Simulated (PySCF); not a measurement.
Cartesian coordinates (Å):
```xyz
10

Mo     0.2265    -0.0618    -0.1224
O     -1.0875    -0.5883     0.8031
O      1.6992     0.1604     1.0882
H      1.9683    -0.6413     1.5820
O      0.1526     1.8549    -0.1351
H      0.1738     2.2916     0.7412
O      1.1595    -1.6387    -0.6972
H      0.6306    -2.2778    -1.2179
O     -0.3896     0.0497    -1.9355
H     -1.1687     0.6227    -2.0895
```
Charge 0, spin multiplicity 1.

Problem. Give the LUMO, dipole moment, charge on the central atom (Mulliken), total energy, HOMO–LUMO gap and HOMO at the level TPSSh-D3(BJ)/def2-TZVP // BP86-D3(BJ)/def2-SVP run with PySCF.

Solution. 
The LUMO comes out as -4.28 eV and the dipole moment is 1.09 D. The charge on the central atom (Mulliken) comes out as 1.70 e and the total energy is -447.0629 Ha. The HOMO–LUMO gap comes out as 4.03 eV and the HOMO is -8.31 eV.
